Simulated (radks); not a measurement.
Values are calculated unless marked as measured or tabulated.
The nuclear charge of the chromium ion Cr+ is varied continuously with 23 electrons held in [Ar] 3d5. Level of theory: scalar-relativistic Kohn-Sham, PBE, spin-unpolarised, spherical densities, point nucleus (a radial shooting solver on a logarithmic mesh with Libxc functionals). By the Hellmann-Feynman theorem dE/dZ = E(electron-nucleus)/Z, the electronic potential at the nucleus. The scalar-relativistic energy here is not variational (the density holds large components alone), so the two differ by a part that grows with Z.

| Z | E (hartree) | E(electron-nucleus)/Z (hartree) | HOMO | e(HOMO) (eV) | <r> HOMO (bohr) |
|---|---|---|---|---|---|
| 23.5 | -998.86537 | -101.300 | 3d | -4.695 | 1.646 |
| 23.6 | -1009.03122 | -101.880 | 3d | -5.605 | 1.591 |
| 23.7 | -1019.25514 | -102.460 | 3d | -6.581 | 1.541 |
| 23.8 | -1029.53703 | -103.038 | 3d | -7.619 | 1.496 |
| 23.9 | -1039.87680 | -103.615 | 3d | -8.717 | 1.455 |
| 24 | -1050.27435 | -104.191 | 3d | -9.875 | 1.416 |
| 24.1 | -1060.72960 | -104.767 | 3d | -11.089 | 1.381 |
| 24.2 | -1071.24247 | -105.342 | 3d | -12.358 | 1.348 |
| 24.3 | -1081.81291 | -105.916 | 3d | -13.680 | 1.318 |
| 24.4 | -1092.44085 | -106.489 | 3d | -15.055 | 1.289 |
| 24.5 | -1103.12624 | -107.062 | 3d | -16.479 | 1.262 |
| 24.6 | -1113.86902 | -107.635 | 3d | -17.953 | 1.237 |
| 24.7 | -1124.66915 | -108.207 | 3d | -19.475 | 1.213 |
| 24.8 | -1135.52658 | -108.779 | 3d | -21.044 | 1.191 |
| 24.9 | -1146.44129 | -109.350 | 3d | -22.658 | 1.169 |
| 25 | -1157.41325 | -109.921 | 3d | -24.318 | 1.149 |

The central difference of E at Z = 24 is -104.264 hartree, to compare with the third column; the second derivative is -5.77 hartree.
